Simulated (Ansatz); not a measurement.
Reaction: CH5BN (SMILES [BH]NC, doublet) → CH5BN (SMILES C[B]N, doublet)
Each species at its own B3LYP-D3(BJ)/def2-TZVP minimum (Ansatz, a quantum-chemistry and plane-wave program), one conformer.

Total energies in hartree (Ansatz). UHF or UKS for unpaired electrons; spin-orbit terms are left out. Cores are frozen in correlated methods. No relativity.

```tsv
species	HF/cc-pVTZ	CCSD(T)/cc-pVTZ	HF/cc-pVQZ	CCSD(T)/cc-pVQZ	CCSD(T)/cc-pVDZ	CCSDT(Q)/cc-pVDZ
1: CH5BN (SMILES [BH]NC, doublet)	-119.92310	-120.44171	-119.93148	-120.47726	-120.31740	-120.31906
2: CH5BN (SMILES C[B]N, doublet)	-119.95000	-120.46977	-119.95852	-120.50599	-120.34178	-120.34347
```

Problem. Work out the isomerisation energy (electronic) in kJ/mol: take Hartree-Fock from cc-pVQZ, extrapolate the CCSD(T) correlation energy as X^-3 (X = 3, 4), and add CCSDT(Q) - CCSD(T) in cc-pVDZ. 1 hartree = 2625.5 kJ/mol.

Solution. 
Species 1: correlation (64·(-0.54578) - 27·(-0.51861))/37 = -0.56561; step -0.00166; E1 = -119.93148 + (-0.56561) + (-0.00166) = -120.49875
Species 2: correlation (64·(-0.54747) - 27·(-0.51977))/37 = -0.56768; step -0.00169; E2 = -119.95852 + (-0.56768) + (-0.00169) = -120.52789
-1·E1 +1·E2 = -0.02914 hartree = -76.5 kJ/mol.
